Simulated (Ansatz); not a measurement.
Saddle point of ZnAsH₅SO, singlet (ZnH₂SO ([OH][Zn][SH]) + AsH₃ → ZnAsH₃O ([OH][Zn][AsH2]) + H₂S; bonds formed: Zn1–As5, S2–H4; bonds broken: Zn1–S2, H4–As5), PBE0-D4/def2-TZVP structure:

```json
{"atom": "Zn1", "x (Å)": "-0.4146", "y (Å)": "0.1978", "z (Å)": "-0.8290"}
{"atom": "S2", "x (Å)": "1.8684", "y (Å)": "-0.3666", "z (Å)": "-0.6908"}
{"atom": "O3", "x (Å)": "-1.6612", "y (Å)": "0.8061", "z (Å)": "-1.9657"}
{"atom": "H4", "x (Å)": "0.6375", "y (Å)": "-0.4922", "z (Å)": "0.5625"}
{"atom": "As5", "x (Å)": "-0.9542", "y (Å)": "-0.4226", "z (Å)": "1.6245"}
{"atom": "H6", "x (Å)": "2.1645", "y (Å)": "0.8576", "z (Å)": "-0.2212"}
{"atom": "H7", "x (Å)": "-1.3234", "y (Å)": "0.9685", "z (Å)": "-2.8488"}
{"atom": "H8", "x (Å)": "0.0800", "y (Å)": "0.2630", "z (Å)": "2.4971"}
{"atom": "H9", "x (Å)": "-0.3971", "y (Å)": "-1.8114", "z (Å)": "1.8714"}
```

Energies are electronic, without zero-point energy. Barriers and step energies count from the start structure reached by relaxing down the imaginary mode; all methods use the PBE0-D4 structures, on which another method's saddle can fall below an end. Computed with Ansatz 0.2.0 (basis: def2-TZVPP, with def2-QZVPP for the basis limit); correlated methods freeze the cores. The 3s and 3p shells of Cu and Zn are frozen; filled d shells are correlated. The def2 sets are not built for correlating such inner shells, so the correlated values are less sure here. B3LYP uses VWN-RPA correlation. Extrapolation: Hartree–Fock as exp(−7.88 √X), correlation as X^−2.97.

```csv
method,barrier (kJ/mol),step energy (kJ/mol)
SPW92,?,7.3
PBE-D4,89.0,6.8
BLYP-D4,107.7,8.8
r2SCAN-D4,?,12.4
B97M-V,122.2,21.0
PBE0-D4,104.4,7.8
B3LYP-D4,119.1,9.6
r2SCAN0-D4,111.1,11.1
BHLYP-D4,138.7,11.3
CAM-B3LYP-D4,131.6,12.1
wB97X-V,133.9,12.8
wB97M-V,130.6,10.7
B2PLYP,123.6,11.4
PBE-QIDH,?,10.7
RPA on PBE,127.5,15.2
HF,185.2,16.4
MP2,119.5,13.5
CCSD,140.1,14.5
CCSD(T),127.8,14.2
```

(1) Fill in the withheld barriers. (An estimate is asked for; the value comes from the calculation.)

No T1 diagnostic of these runs exceeds 0.015.

Answers

(1) Computed: PBE-QIDH 117.0; r2SCAN-D4 100.2; SPW92 70.7 kJ/mol. Each is the energy of the saddle less that of the start structure, by the same method.

For comparison, the barrier by CCSD(T) at an estimated basis limit (MP2 extrapolated from triple and quadruple zeta, plus CCSD(T) − MP2 in triple zeta) is 121.6 kJ/mol.

Labels in which every atom is bracketed show which atoms are joined, not bond orders.

For scale, one of the runs: CCSD(T)/def2-TZVPP, 255 basis functions, launched by `ansatz run in.yaml --threads 8 --pin off --events-out ev --progress --plain --max-ram 19148MiB`. Time: 3.6 min of wall clock on 8 CPU threads of an Intel Xeon; the host was shared. Peak host memory: 5.6 GiB.
